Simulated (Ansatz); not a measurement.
Program: Ansatz. Geometries: PBE0-D4/def2-TZVP. ΔE: electronic, gas phase. CCSD(T)/CBS adds triple-zeta CCSD(T) − MP2 to the extrapolated MP2 energy (def2 sets, frozen cores). This one scheme is used for every species. DFT in def2-TZVPP. B3LYP here is the variant with VWN-RPA as its local correlation; programs differ in this. HSE06 is defined as in plane-wave codes. For Ge outer-core shells are correlated without core-valence functions, which leaves a few kJ/mol of doubt a bond. Scalar relativity is left out up to krypton. Each species was taken in one conformer, which may not be the lowest.

Reaction (substitution at a C–Ge bond): `C[S][Ge]([CH3])([F])[F]` + `N=CO` → `C/N=C/O` + `C[S][GeH]([F])[F]`

```tsv
level	ΔE (kJ/mol)	difference from CCSD(T)/CBS
LDA (SPW92)	64.0	-14.5
PBE-D4	70.4	-8.1
revPBE-D4	69.9	-8.6
BLYP-D4	70.0	-8.5
r2SCAN-D4	75.0	-3.5
B97M-V	70.3	-8.2
B3LYP-D4	71.6	-6.9
r2SCANh-D4	75.4	-3.1
r2SCAN0-D4	75.8	-2.7
HSE06-D4	72.5	-6.0
CAM-B3LYP-D4	70.6	-7.9
ωB97X-V	72.2	-6.3
ωB97M-V	75.6	-2.9
B2PLYP	72.2	-6.3
PBE-QIDH	74.9	-3.6
PBE	68.0	-10.5
revPBE	68.4	-10.1
BLYP	65.7	-12.8
r2SCAN	74.2	-4.3
PBE0	70.3	-8.2
B3LYP	67.7	-10.8
r2SCANh	74.5	-4.0
r2SCAN0	74.8	-3.7
HSE06	70.2	-8.3
BHLYP	69.0	-9.5
CAM-B3LYP	68.0	-10.5
LC-ωPBE	72.5	-6.0
RPA@PBE/def2-TZVPP	73.5	-5.0
HF/def2-SVP	59.9	-18.6
MP2/def2-SVP	64.2	-14.3
CCSD/def2-SVP	60.4	-18.1
CCSD(T)/def2-SVP	59.9	-18.6
SCS-MP2/def2-TZVPP	74.7	-3.8
CCSD/def2-TZVPP	76.5	-2.0
HF/def2-QZVPP	66.6	-11.9
MP2/def2-QZVPP	80.3	1.8
SCS-MP2/def2-QZVPP	75.3	-3.2
HF/CBS(def2)	66.5	-12.0
MP2/CBS(def2)	81.2	2.7
CCSD/CBS(def2)	78.0	-0.5
CCSD(T)/CBS	78.5	0
```

Largest T1 diagnostic among the species: 0.014.

The D4 term adds +3.9 kJ/mol with B3LYP and +2.4 kJ/mol with PBE0; it sums over pairs of atoms, weighted by their polarisabilities, and B3LYP, whose exchange is more repulsive, gets the larger term. From BLYP to BHLYP (50 % exact exchange), in def2-TZVPP and without D4, ΔE moves by +3.3 kJ/mol.
